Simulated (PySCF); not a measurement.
**Excitation energy of Mg by level of theory**

Mg [Ne] 3s2 (1S) → Mg [Ne] 3s1 4s1 (3S), as a difference of total energies. Computed with PySCF 2.14 in aug-cc-pCVDZ (6s5p3d, 36 functions), with no relativity, point nucleus. Correlated levels: valence and next inner shell: 1s2 frozen. The calculations carry no spin-orbit coupling.

```tsv
method	excitation energy (cm⁻¹)	error (cm⁻¹)
UHF	34219	-6979
MP2 (valence and next inner shell)	38965	-2233
SCS-MP2 (valence and next inner shell)	40094	-1103
CCSD (valence and next inner shell)	40622	-575
CCSD(T) (valence and next inner shell)	40747	-450
```

Reference: 41197 cm⁻¹ (measured; NIST levels).

Errors of the correlated levels include the incompleteness of this basis and the frozen core.
